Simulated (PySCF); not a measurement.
Si(OH)2(PH2)2 (H6O2P2Si), SMILES O[Si](O)(P)P.

Geometry optimised at B3LYP-D3(BJ)/def2-SVP. The structure was generated by enumeration, and PubChem lists no compound with its InChIKey, so it may never have been made. The values are those of a single conformer.

Two levels are set side by side: TDA-PBE/def2-SVPD (PySCF) and TDA-ωB97X/def2-SVPD (PySCF). Vertical, same geometry. The lowest singlet is HOMO→LUMO 94 % with PBE and HOMO→LUMO+1 46 %, HOMO→LUMO 25 % with the other functional; states are paired by order. Differences are taken from unrounded values.

| quantity | TDA-ωB97X |
|---|---|
| lowest singlet excitation (eV) | 6.44 |
| lowest triplet excitation (TDA) (eV) | 5.61 |
| first bright state (f over 0.05) (eV) | 7.33 |
| its oscillator strength | 0.53 |

Question: What does TDA-PBE give, and how far is it from TDA-ωB97X? (Estimate from the structure and the level; the computed values follow.)

Answer: 
```csv
quantity,TDA-PBE,TDA-PBE minus TDA-ωB97X
lowest singlet excitation (eV),5.24,-1.20
lowest triplet excitation (TDA) (eV),4.93,-0.69
first bright state (f over 0.05) (eV),5.99,-1.34
its oscillator strength,0.07,-0.47
```

Functionals without exact exchange tend to place singlet excitations lower, as here. Differences between two approximate levels are no errors against the true value.

Rough cost on one machine, each run with all the roots and properties that it gave: TDA-ωB97X against TDA-PBE about 4 times.
